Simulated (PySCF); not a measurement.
A GIAO shielding run with PySCF 2.14 (density fitting, non-relativistic, gas phase) on SMILES C[Si](C)(C)C, C4H12Si:

```
$ OMP_NUM_THREADS=1 python probes_run.py task.json out

{"job": {"kind": "nmr", "xc": "KT3", "basis": "3-21G", "pop": false}, "charge": 0, "multiplicity": 1}
C     -0.406572    -1.213421    -1.419378
Si    -0.001168    -0.000673    -0.001754
C      0.008130     1.785545    -0.675355
C     -1.319794    -0.154927     1.370252
C      1.716091    -0.415535     0.721562
H     -1.379676    -1.003559    -1.853159
H     -0.418731    -2.241638    -1.070248
H      0.327027    -1.147965    -2.217335
H      0.242457     2.501867     0.106393
H     -0.958122     2.057909    -1.089187
H      0.746490     1.907664    -1.462097
H     -2.312057     0.075313     0.994143
H     -1.350945    -1.160472     1.779082
H     -1.116988     0.525824     2.191677
H      1.746276    -1.426357     1.117085
H      2.493128    -0.336762    -0.032799
H      1.977455     0.259220     1.531210
```

Hardware: 1 thread of an Intel Xeon, shared host.

(1) How large is the calculation?

(2) How long does it take, and how much memory does it need?

(3) And these other runs on the same molecule and hardware: GIAO shielding at B3LYP/3-21G; GIAO shielding at B97-2/3-21G; GIAO shielding at B97-D/3-21G; GIAO shielding at BHandHLYP/3-21G; GIAO shielding at BLYP/3-21G; GIAO shielding at BP86/3-21G?

Answers

(1) 50 electrons, 73 basis functions and 644 auxiliary functions.

(2) 6.1 s of wall time, with 11 SCF cycles; peak memory 0.46 GiB. Times on a shared host scatter by some tens of per cent.

(3) B3LYP/3-21G: 73 functions, 4.5 s; B97-2/3-21G: 73 functions, 3.6 s; B97-D/3-21G: 73 functions, 5.4 s; BHandHLYP/3-21G: 73 functions, 3.9 s; BLYP/3-21G: 73 functions, 7.3 s; BP86/3-21G: 73 functions, 5.7 s.
